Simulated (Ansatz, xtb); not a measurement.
Pulling on the Ge1–H3 bond in FGeH3 (SMILES [F][GeH3]) (multiplicity 1 held, fragments rigid). Energies count from the point at 1.534 Å.
Geometry at that point (charge 0, multiplicity 1):
```xyz
5

Ge    -0.30049     0.12261    -0.05790
F      1.29809    -0.52968     0.25011
H     -0.94244    -0.79835    -1.10390
H     -0.08538     1.54898    -0.58097
H     -1.03937     0.09288     1.28657
```

Restricted levels (R-, RO-) in cc, def2 and unpolarised 6-31G sets keep to the state of the molecule at rest. Unrestricted levels (U-) break spin symmetry where that is lower. Active spaces are followed from a long bond inwards. Levels need not reach the same state.

Frozen-core correlation. Filled d and f shells under p-block atoms count as core.

Codes used: Ansatz (Gaussian orbitals); xtb for the GFN methods.  The GFN methods have no spin term and hold the electronic entropy of 300 K.

```tsv
level	energy at R = 4.910 Å (kcal/mol)
GFN2-xTB	94.21
U-r2SCAN/cc-pVTZ	86.55
R-B3LYP/cc-pVTZ	124.86
U-wB97X-V/cc-pVTZ	90.52
U-MP2/cc-pVTZ	86.62
CASSCF(2,2)/cc-pVTZ	…
SC-NEVPT2 on CASSCF(2,2)/cc-pVTZ	85.75
FIC-NEVPT4(SD) on CASSCF(2,2)/cc-pVTZ	88.98
FIC-MRCISD on CASSCF(2,2)/cc-pVTZ	88.50
```

Task: Complete the blanks.

Result: 
- CASSCF(2,2)/cc-pVTZ, energy at R = 4.910 Å (kcal/mol): 80.51

Doubts at one or more of the structures used: a spin-contaminated determinant (U-r2SCAN/cc-pVTZ, U-wB97X-V/cc-pVTZ, U-MP2/cc-pVTZ); a restricted determinant that unrestricted orbitals would lower (R-B3LYP/cc-pVTZ).

Ansatz is a first-principles code.
